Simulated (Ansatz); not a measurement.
C4H4, SMILES `C=C=C=C` (charge 0, multiplicity 1).

Cartesian coordinates (Å):
```xyz
8

C      1.9379     0.1218     0.0958
C      0.6299     0.0397     0.0412
C     -0.6299    -0.0394    -0.0114
C     -1.9379    -0.1217    -0.0659
H      2.4453     0.4704     0.9883
H      2.5572    -0.1562    -0.7496
H     -2.5571     0.1542     0.7802
H     -2.4454    -0.4687    -0.9590
```
Charge 0, multiplicity 1.

Frozen-core energies in 6-31g from Ansatz (a quantum-chemistry and plane-wave program) at a geometry from B3LYP-D3(BJ)/def2-TZVP; the HF reference has <S^2> = 0.00 (restricted, and unstable towards unrestricted orbitals) and the T1 diagnostic is 0.014.

```csv
level,energy (Ha)
HF,-153.63792
MP2,-153.98412
CCSD,-154.02330
CCSD(T),-154.03782
```

Task: Estimate the energies of CCSDT and CCSDT(Q), and give each level's difference from CCSDT(Q).

Result: 
| level | energy (Ha) | difference from CCSDT(Q) (mHa) |
|---|---|---|
| MP2 | -153.98412 | 55.31 |
| CCSD | -154.02330 | 16.14 |
| CCSD(T) | -154.03782 | 1.62 |
| CCSDT | -154.03843 | 1.01 |
| CCSDT(Q) | -154.03944 | 0.00 |
